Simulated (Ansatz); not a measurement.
`CC[O][Zr]([OH])([Cl])[O]C` at its PBE0-D4/def2-TZVP geometry, where that method's forces vanish. Total charge 0; spin multiplicity 1. Zr takes the def2 core potential.

```json
{"atom": "C1", "x (Å)": "-0.351", "y (Å)": "2.367", "z (Å)": "-1.679"}
{"atom": "C2", "x (Å)": "-0.559", "y (Å)": "2.111", "z (Å)": "-0.203"}
{"atom": "O3", "x (Å)": "-0.727", "y (Å)": "0.752", "z (Å)": "0.062"}
{"atom": "Zr4", "x (Å)": "-0.829", "y (Å)": "-1.142", "z (Å)": "0.241"}
{"atom": "O5", "x (Å)": "-0.833", "y (Å)": "-1.964", "z (Å)": "-1.492"}
{"atom": "Cl6", "x (Å)": "-2.833", "y (Å)": "-1.698", "z (Å)": "1.416"}
{"atom": "O7", "x (Å)": "0.667", "y (Å)": "-1.751", "z (Å)": "1.253"}
{"atom": "C8", "x (Å)": "1.813", "y (Å)": "-2.111", "z (Å)": "1.950"}
{"atom": "H9", "x (Å)": "-0.228", "y (Å)": "3.436", "z (Å)": "-1.866"}
{"atom": "H10", "x (Å)": "0.543", "y (Å)": "1.850", "z (Å)": "-2.037"}
{"atom": "H11", "x (Å)": "-1.208", "y (Å)": "2.012", "z (Å)": "-2.256"}
{"atom": "H12", "x (Å)": "-1.447", "y (Å)": "2.648", "z (Å)": "0.154"}
{"atom": "H13", "x (Å)": "0.298", "y (Å)": "2.483", "z (Å)": "0.372"}
{"atom": "H14", "x (Å)": "-0.691", "y (Å)": "-2.361", "z (Å)": "-2.345"}
{"atom": "H15", "x (Å)": "2.413", "y (Å)": "-1.226", "z (Å)": "2.190"}
{"atom": "H16", "x (Å)": "1.545", "y (Å)": "-2.611", "z (Å)": "2.886"}
{"atom": "H17", "x (Å)": "2.426", "y (Å)": "-2.795", "z (Å)": "1.355"}
```

For each bond, give half the difference of the two atoms' forces along it (eV/Å; positive pushes the atoms apart) under PBE-D4, r2SCAN-D4, B3LYP-D4, ωB97M-V in def2-TZVPP. (Estimate.)

Computed: 
```json
{"bond": "C1–C2", "length (Å)": "1.512", "PBE-D4": "-0.01", "r2SCAN-D4": "0.07", "B3LYP-D4": "0.16", "ωB97M-V": "0.14"}
{"bond": "C1–H9", "length (Å)": "1.093", "PBE-D4": "0.09", "r2SCAN-D4": "-0.03", "B3LYP-D4": "-0.06", "ωB97M-V": "-0.07"}
{"bond": "C1–H10", "length (Å)": "1.093", "PBE-D4": "0.10", "r2SCAN-D4": "-0.03", "B3LYP-D4": "-0.06", "ωB97M-V": "-0.07"}
{"bond": "C2–H12", "length (Å)": "1.097", "PBE-D4": "0.10", "r2SCAN-D4": "-0.07", "B3LYP-D4": "-0.13", "ωB97M-V": "-0.17"}
{"bond": "C2–H13", "length (Å)": "1.097", "PBE-D4": "0.09", "r2SCAN-D4": "-0.07", "B3LYP-D4": "-0.12", "ωB97M-V": "-0.16"}
{"bond": "O3–Zr4", "length (Å)": "1.905", "PBE-D4": "0.01", "r2SCAN-D4": "0.00", "B3LYP-D4": "0.00", "ωB97M-V": "-0.08"}
{"bond": "Zr4–O5", "length (Å)": "1.918", "PBE-D4": "-0.04", "r2SCAN-D4": "0.07", "B3LYP-D4": "0.15", "ωB97M-V": "0.09"}
{"bond": "Zr4–Cl6", "length (Å)": "2.389", "PBE-D4": "-0.01", "r2SCAN-D4": "0.00", "B3LYP-D4": "0.10", "ωB97M-V": "0.07"}
{"bond": "Zr4–O7", "length (Å)": "1.906", "PBE-D4": "0.00", "r2SCAN-D4": "0.00", "B3LYP-D4": "0.01", "ωB97M-V": "-0.11"}
{"bond": "O5–H14", "length (Å)": "0.952", "PBE-D4": "0.29", "r2SCAN-D4": "-0.05", "B3LYP-D4": "-0.11", "ωB97M-V": "-0.10"}
{"bond": "O7–C8", "length (Å)": "1.389", "PBE-D4": "0.12", "r2SCAN-D4": "0.17", "B3LYP-D4": "0.17", "ωB97M-V": "0.31"}
{"bond": "C8–H15", "length (Å)": "1.095", "PBE-D4": "0.09", "r2SCAN-D4": "-0.05", "B3LYP-D4": "-0.08", "ωB97M-V": "-0.12"}
{"bond": "C8–H16", "length (Å)": "1.095", "PBE-D4": "0.10", "r2SCAN-D4": "-0.05", "B3LYP-D4": "-0.08", "ωB97M-V": "-0.13"}
{"bond": "C8–H17", "length (Å)": "1.095", "PBE-D4": "0.09", "r2SCAN-D4": "-0.06", "B3LYP-D4": "-0.08", "ωB97M-V": "-0.13"}
```

B3LYP here is the variant with VWN-RPA as its local correlation; programs differ in this.
